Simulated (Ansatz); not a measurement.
Ideal-gas functions of `C1[O][Zn][O]1` at 600 K and 1 bar, from an Ansatz frequency run at PBE0-D4/def2-TZVP.

Molar mass 111.42 g/mol, point group C2v (symmetry number 2), electronic degeneracy 1, moments of inertia 45.334, 89.673, 131.702 u Å². Harmonic wavenumbers (cm⁻¹, unscaled): 167, 447, 519, 773, 943, 1035, 1079, 1184, 1335, 1523, 2960, 2998.

Use S(trans) = R[1.5 ln M + 2.5 ln T − 1.1517]; rotational temperatures θ = 24.2544 K / I; S(rot) = R[ln(√π/σ · √(T³/θAθBθC)) + 1.5]; for each mode x = 1.438777 ν̃/T, S = R[x/(eˣ − 1) − ln(1 − e⁻ˣ)] and H = RT x/(eˣ − 1); 1 cm⁻¹ = 0.0119627 kJ/mol; R = 8.31446 J/(mol·K).

Question: By hand: the entropy, in J/(mol·K).

Answer: Translation 182.2. Rotation: θ = 0.535, 0.2705, 0.1842 K, giving 106.3. Vibration, mode by mode: 15.98, 8.12, 7.01, 4.28, 3.10, 2.61, 2.40, 1.97, 1.48, 1.03, 0.06, 0.05, in all 48.1. Electronic 0.0. Sum 336.6 J/(mol·K).

Question: By hand: H − E and G − E in kJ/mol, counted from the electronic energy.

Answer: Zero-point energy ½ × 14963 × 0.0119627 = 89.5; thermal vibration 16.7; translation, rotation and pV give 4 RT = 20.0. H − E = 126.2 kJ/mol, and G − E = 126.2 − 600 × 336.6/1000 = -75.8 kJ/mol.

Vibration gives 14 % of the entropy.
